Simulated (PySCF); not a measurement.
# HCuN + Cl₂ → ClCuN + HCl

Level: PBE0 in the def2-TZVP basis family, all electrons, no relativity, computed in PySCF with density fitting; open shells unrestricted.

| species | state and structure | E (Eh) | ZPE (kJ/mol) | H(298 K) − H(0) (kJ/mol) | S° (J/(mol K)) |
| --- | --- | --- | --- | --- | --- |
| HCuN | quartet, Cs, Cu–H 1.532 Å, Cu–N 1.820 Å; H–Cu–N 136.4° | -1695.41471 | 15.1 | 11.7 | 263.6 |
| Cl₂ | singlet, D∞h, Cl–Cl 1.982 Å | -920.08940 | 3.5 | 9.1 | 222.5 |
| ClCuN | quartet, C∞v, Cu–Cl 2.098 Å, Cu–N 1.755 Å; Cl–Cu–N 180.0° | -2154.95998 | 6.6 | 14.2 | 294.6 |
| HCl | singlet, C∞v, H–Cl 1.279 Å | -460.66440 | 17.9 | 8.7 | 186.6 |

(1) What is the electronic reaction energy?

(2) Add zero-point, thermal and entropy terms for 298.15 K and 1 bar.

## Answers

(1) At PBE0/def2-TZVP, ΔE = -315.8 kJ/mol from the differences of the total energies times 2625.5, downhill. 

(2) ΔZPE = 5.9 and Δ[H(298) − H(0)] = 2.1 kJ/mol give ΔH° = -307.8 kJ/mol. ΔS° = -4.9 J/(mol K), so ΔG° = -307.8 − 298.15 × (-0.0049) = -306 kJ/mol.

Open d or f shells are single determinants, so the state found may not be the ground state. Each species is the lowest minimum found with this bonding; other isomers or fragments can lie lower.
